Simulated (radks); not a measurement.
Species: Ce6+. Configuration: [Kr] 4d10 5s2 5p4.

All-electron calculation, scalar-relativistic Kohn-Sham, BLYP, spin-polarised, spherical densities, point nucleus; open shells are filled with parallel spins first (spin-orbit coupling, left out, can overturn this in heavy ions). Program: a radial shooting solver on a logarithmic mesh with Libxc functionals.

Energy parts (eV):
| part | energy |
|---|---|
| total | -240906.52 |
| kinetic | 255379.20 |
| electron-nucleus | -579574.73 |
| Hartree | 88933.00 |
| exchange-correlation | -5643.99 |

Orbitals (lengths in bohr, moments of r in powers of bohr; <r^-3> diverges for s and p1/2; r(90%) holds 90 % of the orbital's charge):
| orbital | occ. | eigenvalue (eV) | <1/r> | r(90%) | <r^-3> | <r^2> |
|---|---|---|---|---|---|---|
| 1s up | 1 | -40354.21 | 63.35 | 0.0443 | - | 0.0008207 |
| 1s down | 1 | -40354.04 | 63.35 | 0.0443 | - | 0.0008207 |
| 2s up | 1 | -6526.801 | 14.60 | 0.163 | - | 0.01306 |
| 2s down | 1 | -6526.714 | 14.60 | 0.163 | - | 0.01306 |
| 2p up | 3 | -5853.698 | 13.83 | 0.150 | 7975 | 0.01041 |
| 2p down | 3 | -5853.555 | 13.83 | 0.150 | 7975 | 0.01041 |
| 3s up | 1 | -1467.071 | 5.299 | 0.409 | - | 0.08872 |
| 3s down | 1 | -1466.930 | 5.299 | 0.409 | - | 0.08872 |
| 3p up | 3 | -1253.054 | 5.018 | 0.414 | 1596 | 0.08874 |
| 3p down | 3 | -1252.893 | 5.018 | 0.414 | 1596 | 0.08874 |
| 3d up | 5 | -948.9467 | 4.760 | 0.396 | 218.7 | 0.07580 |
| 3d down | 5 | -948.7918 | 4.760 | 0.396 | 218.7 | 0.07579 |
| 4s up | 1 | -357.4602 | 2.223 | 0.911 | - | 0.4541 |
| 4s down | 1 | -357.1475 | 2.222 | 0.910 | - | 0.4539 |
| 4p up | 3 | -287.2247 | 2.054 | 0.974 | 349.3 | 0.5110 |
| 4p down | 3 | -286.9020 | 2.054 | 0.973 | 349.3 | 0.5103 |
| 4d up | 5 | -186.0249 | 1.801 | 1.10 | 39.82 | 0.6235 |
| 4d down | 5 | -185.6182 | 1.804 | 1.10 | 39.93 | 0.6205 |
| 5s up | 1 | -107.7796 | 0.9416 | 2.00 | - | 2.233 |
| 5s down | 1 | -105.7851 | 0.9452 | 2.00 | - | 2.230 |
| 5p up | 3 | -87.7495 | 0.8421 | 2.22 | 67.29 | 2.738 |
| 5p down | 1 | -85.7021 | 0.8414 | 2.24 | 67.39 | 2.757 |
| 4f up | 0 | -78.2034 | 1.349 | 1.51 | 5.231 | 1.045 |
| 4f down | 0 | -77.4012 | 1.362 | 1.49 | 5.330 | 1.020 |
| 6s up | 0 | -48.7667 | 0.4815 | 3.81 | - | 8.353 |
| 6s down | 0 | -48.1910 | 0.4752 | 3.84 | - | 8.517 |

The highest occupied level is 5p down at -85.702 eV. For comparison, the ionisation energy in NIST's Atomic Spectra Database is 91 eV (theoretical). In exact Kohn-Sham theory the highest level is minus the ionisation energy, but local and semilocal functionals leave it too shallow, through self-interaction and a potential that decays too fast; potentials with the right tail come closer.
